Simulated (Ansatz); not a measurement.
def2 core potentials replace the inner electrons of Bi.

Species: H2BiO2, SMILES `[OH][Bi][OH]` (H–O–Bi–O torsion -74°, O–Bi–O–H torsion -22°) (charge 0, multiplicity 2).

Calculation: Ansatz (a quantum-chemistry and plane-wave program) with PBE0-D3(BJ)/def2-SVP. No frequencies were computed at this level.

Ansatz 0.2 input:
```yaml
crystal:
  periodic: [false, false, false]
  atoms:
    - { symbol: O, position_ang: [1.485421, -0.061798, -0.318282] }
    - { symbol: Bi, position_ang: [-0.131783, 1.158521, -0.897215] }
    - { symbol: O, position_ang: [-1.490565, 0.08084, 0.299573] }
    - { symbol: H, position_ang: [1.373673, -0.337469, 0.589798] }
    - { symbol: H, position_ang: [-1.236745, -0.840094, 0.326125] }
basis:
  gaussian: { orbitals: def2-svp }
hamiltonian:
  xc: pbe0
  dispersion: d3bj
relax:
  max_steps: 150
magnetization:
  spin_polarized: true
  initial_magnetization: 1
```

Output:

```
[...]
these checks for a lower state are left out or cut short: starts, cluster_reference, orbital_swaps, neighbouring_geometries, increment
752 factors; integrals over basis functions are off by at most 2.6e-4 eV
mean field -9959.17207053 eV, -365.9928230225 hartree, gradient 9.5e-6 eV, S^2 0.752455; 0 other end points of the search recorded, 0 dependent functions left out
reference -9959.17209294 eV, -365.9928238461 hartree; 21, 20 occupied and 43, 44 virtual orbitals, 752 factors
relax step   5: F+E_penalty+E_count = -9959.24050920 eV  Δ(F+E_penalty+E_count) = -7.589e-4 eV  max|allowed force component| = 3.989e-2 eV/Å  Δτ_max = 0.0306 Å  (32 SCF iters, accepted)
these checks for a lower state are left out or cut short: starts, cluster_reference, orbital_swaps, neighbouring_geometries, increment
752 factors; integrals over basis functions are off by at most 2.6e-4 eV
mean field -9959.17218296 eV, -365.9928271543 hartree, gradient 1.3e-5 eV, S^2 0.752453; 0 other end points of the search recorded, 0 dependent functions left out
reference -9959.17220537 eV, -365.9928279779 hartree; 21, 20 occupied and 43, 44 virtual orbitals, 752 factors
relax step   6: F+E_penalty+E_count = -9959.24058563 eV  Δ(F+E_penalty+E_count) = -7.643e-5 eV  max|allowed force component| = 1.032e-2 eV/Å  Δτ_max = 0.0092 Å  (26 SCF iters, accepted)
these checks for a lower state are left out or cut short: starts, cluster_reference, orbital_swaps, neighbouring_geometries, increment
752 factors; integrals over basis functions are off by at most 2.6e-4 eV
mean field -9959.17219743 eV, -365.9928276861 hartree, gradient 5.6e-5 eV, S^2 0.752451; 0 other end points of the search recorded, 0 dependent functions left out
reference -9959.17221984 eV, -365.9928285098 hartree; 21, 20 occupied and 43, 44 virtual orbitals, 752 factors
relax step   7: F+E_penalty+E_count = -9959.24059202 eV  Δ(F+E_penalty+E_count) = -6.392e-6 eV  max|allowed force component| = 2.007e-3 eV/Å  Δτ_max = 0.0015 Å  (23 SCF iters, accepted)
these checks for a lower state are left out or cut short: starts, cluster_reference, orbital_swaps, neighbouring_geometries, increment
752 factors; integrals over basis functions are off by at most 2.6e-4 eV
mean field evaluation 64: about -9959.1722 eV, gradient 1.7e-5 eV
mean field -9959.17220788 eV, -365.9928280700 hartree, gradient 1.7e-5 eV, S^2 0.752455; 0 other end points of the search recorded, 0 dependent functions left out
reference -9959.17223030 eV, -365.9928288943 hartree; 21, 20 occupied and 43, 44 virtual orbitals, 752 factors
relax step   8: F+E_penalty+E_count = -9959.24060160 eV  Δ(F+E_penalty+E_count) = -9.578e-6 eV  max|allowed force component| = 4.667e-2 eV/Å  Δτ_max = 0.0216 Å  (34 SCF iters, accepted)
these checks for a lower state are left out or cut short: starts, cluster_reference, orbital_swaps, neighbouring_geometries, increment
752 factors; integrals over basis functions are off by at most 2.6e-4 eV
mean field -9959.17224203 eV, -365.9928293253 hartree, gradient 1.4e-5 eV, S^2 0.752455; 0 other end points of the search recorded, 0 dependent functions left out
reference -9959.17226446 eV, -365.9928301495 hartree; 21, 20 occupied and 43, 44 virtual orbitals, 752 factors
relax step   9: F+E_penalty+E_count = -9959.24063936 eV  Δ(F+E_penalty+E_count) = -3.775e-5 eV  max|allowed force component| = 3.082e-2 eV/Å  Δτ_max = 0.0026 Å  (28 SCF iters, accepted)
these checks for a lower state are left out or cut short: starts, cluster_reference, orbital_swaps, neighbouring_geometries, increment
752 factors; integrals over basis functions are off by at most 2.6e-4 eV
mean field -9959.17221099 eV, -365.9928281847 hartree, gradient 1.2e-5 eV, S^2 0.752475; 0 other end points of the search recorded, 0 dependent functions left out
reference -9959.17223347 eV, -365.9928290107 hartree; 21, 20 occupied and 43, 44 virtual orbitals, 752 factors
relax step  10: F+E_penalty+E_count = -9959.24059516 eV  Δ(F+E_penalty+E_count) = +4.419e-5 eV  max|allowed force component| = 1.360e-1 eV/Å  Δτ_max = 0.0440 Å  (34 SCF iters, rejected (line search))
these checks for a lower state are left out or cut short: starts, cluster_reference, orbital_swaps, neighbouring_geometries, increment
752 factors; integrals over basis functions are off by at most 2.6e-4 eV
mean field -9959.17228870 eV, -365.9928310405 hartree, gradient 9.3e-6 eV, S^2 0.752453; 0 other end points of the search recorded, 0 dependent functions left out
reference -9959.17231113 eV, -365.9928318647 hartree; 21, 20 occupied and 43, 44 virtual orbitals, 752 factors
relax step  11: F+E_penalty+E_count = -9959.24068435 eV  Δ(F+E_penalty+E_count) = -4.499e-5 eV  max|allowed force component| = 1.662e-2 eV/Å  Δτ_max = 0.0087 Å  (33 SCF iters, accepted)
these checks for a lower state are left out or cut short: starts, cluster_reference, orbital_swaps, neighbouring_geometries, increment
752 factors; integrals over basis functions are off by at most 2.7e-4 eV
mean field -9959.16581982 eV, -365.9925933134 hartree, gradient 1.3e-5 eV, S^2 0.752518; 0 other end points of the search recorded, 0 dependent functions left out
reference -9959.16584240 eV, -365.9925941433 hartree; 21, 20 occupied and 43, 44 virtual orbitals, 752 factors
relax step  12: F+E_penalty+E_count = -9959.23428250 eV  Δ(F+E_penalty+E_count) = +6.402e-3 eV  max|allowed force component| = 5.865e-1 eV/Å  Δτ_max = 0.0979 Å  (34 SCF iters, rejected (line search))
these checks for a lower state are left out or cut short: starts, cluster_reference, orbital_swaps, neighbouring_geometries, increment
752 factors; integrals over basis functions are off by at most 2.6e-4 eV
mean field evaluation 96: about -9959.1724 eV, gradient 3.6e-4 eV
mean field -9959.17235284 eV, -365.9928333975 hartree, gradient 1.0e-5 eV, S^2 0.752459; 0 other end points of the search recorded, 0 dependent functions left out
reference -9959.17237527 eV, -365.9928342218 hartree; 21, 20 occupied and 43, 44 virtual orbitals, 752 factors
relax step  13: F+E_penalty+E_count = -9959.24076447 eV  Δ(F+E_penalty+E_count) = -8.013e-5 eV  max|allowed force component| = 8.608e-3 eV/Å  Δτ_max = 0.0118 Å  (34 SCF iters, accepted)
these checks for a lower state are left out or cut short: starts, cluster_reference, orbital_swaps, neighbouring_geometries, increment
752 factors; integrals over basis functions are off by at most 2.6e-4 eV
mean field -9959.17202088 eV, -365.9928211982 hartree, gradient 1.4e-5 eV, S^2 0.752493; 0 other end points of the search recorded, 0 dependent functions left out
reference -9959.17204337 eV, -365.9928220247 hartree; 21, 20 occupied and 43, 44 virtual orbitals, 752 factors
relax step  14: F+E_penalty+E_count = -9959.24048120 eV  Δ(F+E_penalty+E_count) = +2.833e-4 eV  max|allowed force component| = 1.954e-1 eV/Å  Δτ_max = 0.0492 Å  (34 SCF iters, rejected (line search))
these checks for a lower state are left out or cut short: starts, cluster_reference, orbital_swaps, neighbouring_geometries, increment
752 factors; integrals over basis functions are off by at most 2.6e-4 eV
mean field -9959.17251692 eV, -365.9928394273 hartree, gradient 2.1e-5 eV, S^2 0.752471; 0 other end points of the search recorded, 0 dependent functions left out
reference -9959.17253938 eV, -365.9928402525 hartree; 21, 20 occupied and 43, 44 virtual orbitals, 752 factors
relax step  15: F+E_penalty+E_count = -9959.24093595 eV  Δ(F+E_penalty+E_count) = -1.715e-4 eV  max|allowed force component| = 1.599e-2 eV/Å  Δτ_max = 0.0239 Å  (33 SCF iters, accepted)
these checks for a lower state are left out or cut short: starts, cluster_reference, orbital_swaps, neighbouring_geometries, increment
752 factors; integrals over basis functions are off by at most 2.6e-4 eV
mean field -9959.17264564 eV, -365.9928441574 hartree, gradient 2.2e-5 eV, S^2 0.752481; 0 other end points of the search recorded, 0 dependent functions left out
reference -9959.17266811 eV, -365.9928449833 hartree; 21, 20 occupied and 43, 44 virtual orbitals, 752 factors
relax step  16: F+E_penalty+E_count = -9959.24105554 eV  Δ(F+E_penalty+E_count) = -1.196e-4 eV  max|allowed force component| = 7.859e-2 eV/Å  Δτ_max = 0.0247 Å  (33 SCF iters, accepted)
these checks for a lower state are left out or cut short: starts, cluster_reference, orbital_swaps, neighbouring_geometries, increment
752 factors; integrals over basis functions are off by at most 2.6e-4 eV
mean field -9959.17271662 eV, -365.9928467660 hartree, gradient 1.4e-5 eV, S^2 0.752488; 0 other end points of the search recorded, 0 dependent functions left out
reference -9959.17273910 eV, -365.9928475921 hartree; 21, 20 occupied and 43, 44 virtual orbitals, 752 factors
relax step  17: F+E_penalty+E_count = -9959.24117795 eV  Δ(F+E_penalty+E_count) = -1.224e-4 eV  max|allowed force component| = 8.580e-2 eV/Å  Δτ_max = 0.0180 Å  (34 SCF iters, accepted)
these checks for a lower state are left out or cut short: starts, cluster_reference, orbital_swaps, neighbouring_geometries, increment
752 factors; integrals over basis functions are off by at most 2.6e-4 eV
mean field evaluation 128: about -9959.1723 eV, gradient 2.8e-1 eV
mean field -9959.17281051 eV, -365.9928502163 hartree, gradient 1.5e-5 eV, S^2 0.752488; 0 other end points of the search recorded, 0 dependent functions left out
reference -9959.17283298 eV, -365.9928510421 hartree; 21, 20 occupied and 43, 44 virtual orbitals, 752 factors
relax step  18: F+E_penalty+E_count = -9959.24129231 eV  Δ(F+E_penalty+E_count) = -1.144e-4 eV  max|allowed force component| = 6.041e-2 eV/Å  Δτ_max = 0.0065 Å  (29 SCF iters, accepted)
these checks for a lower state are left out or cut short: starts, cluster_reference, orbital_swaps, neighbouring_geometries, increment
752 factors; integrals over basis functions are off by at most 2.6e-4 eV
mean field -9959.17317505 eV, -365.9928636129 hartree, gradient 1.5e-5 eV, S^2 0.752493; 0 other end points of the search recorded, 0 dependent functions left out
reference -9959.17319746 eV, -365.9928644366 hartree; 21, 20 occupied and 43, 44 virtual orbitals, 752 factors
relax step  19: F+E_penalty+E_count = -9959.24166920 eV  Δ(F+E_penalty+E_count) = -3.769e-4 eV  max|allowed force component| = 4.062e-3 eV/Å  Δτ_max = 0.0365 Å  (34 SCF iters, accepted)
these checks for a lower state are left out or cut short: starts, cluster_reference, orbital_swaps, neighbouring_geometries, increment
752 factors; integrals over basis functions are off by at most 2.6e-4 eV
mean field -9959.16928661 eV, -365.9927207156 hartree, gradient 2.0e-5 eV, S^2 0.752514; 0 other end points of the search recorded, 0 dependent functions left out
reference -9959.16930899 eV, -365.9927215380 hartree; 21, 20 occupied and 43, 44 virtual orbitals, 752 factors
relax step  20: F+E_penalty+E_count = -9959.23782419 eV  Δ(F+E_penalty+E_count) = +3.845e-3 eV  max|allowed force component| = 4.841e-1 eV/Å  Δτ_max = 0.0779 Å  (33 SCF iters, rejected (line search))
these checks for a lower state are left out or cut short: starts, cluster_reference, orbital_swaps, neighbouring_geometries, increment
752 factors; integrals over basis functions are off by at most 2.6e-4 eV
mean field -9959.17327710 eV, -365.9928673634 hartree, gradient 2.4e-5 eV, S^2 0.752507; 0 other end points of the search recorded, 0 dependent functions left out
reference -9959.17329949 eV, -365.9928681861 hartree; 21, 20 occupied and 43, 44 virtual orbitals, 752 factors
relax step  21: F+E_penalty+E_count = -9959.24176717 eV  Δ(F+E_penalty+E_count) = -9.797e-5 eV  max|allowed force component| = 5.061e-2 eV/Å  Δτ_max = 0.0270 Å  (33 SCF iters, accepted)
these checks for a lower state are left out or cut short: starts, cluster_reference, orbital_swaps, neighbouring_geometries, increment
752 factors; integrals over basis functions are off by at most 2.6e-4 eV
mean field -9959.17332279 eV, -365.9928690425 hartree, gradient 1.1e-5 eV, S^2 0.752503; 0 other end points of the search recorded, 0 dependent functions left out
reference -9959.17334517 eV, -365.9928698648 hartree; 21, 20 occupied and 43, 44 virtual orbitals, 752 factors
relax step  22: F+E_penalty+E_count = -9959.24182833 eV  Δ(F+E_penalty+E_count) = -6.117e-5 eV  max|allowed force component| = 1.851e-2 eV/Å  Δτ_max = 0.0065 Å  (28 SCF iters, accepted)
these checks for a lower state are left out or cut short: starts, cluster_reference, orbital_swaps, neighbouring_geometries, increment
752 factors; integrals over basis functions are off by at most 2.6e-4 eV
mean field evaluation 160: about -9959.1405 eV, gradient 3.2e-1 eV
mean field -9959.17335577 eV, -365.9928702543 hartree, gradient 1.4e-5 eV, S^2 0.752503; 0 other end points of the search recorded, 0 dependent functions left out
reference -9959.17337813 eV, -365.9928710760 hartree; 21, 20 occupied and 43, 44 virtual orbitals, 752 factors
relax step  23: F+E_penalty+E_count = -9959.24183172 eV  Δ(F+E_penalty+E_count) = -3.386e-6 eV  max|allowed force component| = 6.314e-3 eV/Å  Δτ_max = 0.0067 Å  (28 SCF iters, accepted)
752 factors; integrals over basis functions are off by at most 2.6e-4 eV
mean field -9959.17335577 eV, -365.9928702543 hartree, gradient 1.4e-5 eV, S^2 0.752503; 1 other end points of the search recorded, 0 dependent functions left out
reference -9959.17337813 eV, -365.9928710760 hartree; 21, 20 occupied and 43, 44 virtual orbitals, 752 factors
Total energy: -9959.24185408 eV, -365.9953875207 hartree
Atom 0 at     1.421575    -0.221479    -0.337464 Å, force    -0.004547    -0.001680     0.001994 eV/Å
Atom 1 at    -0.115550     1.144598    -0.760001 Å, force     0.000003     0.004255    -0.002178 eV/Å
Atom 2 at    -1.631603     0.079124     0.221953 Å, force     0.006314    -0.003663     0.000159 eV/Å
Atom 3 at     1.685781    -0.155047     0.589073 Å, force     0.000361     0.000539    -0.000084 eV/Å
Atom 4 at    -1.360203    -0.847197     0.286438 Å, force    -0.002131     0.000549     0.000109 eV/Å
Dipole moment:     0.158009     0.309279    -0.020233 e Å
```

Cost: about 90 core-seconds (a rough figure).
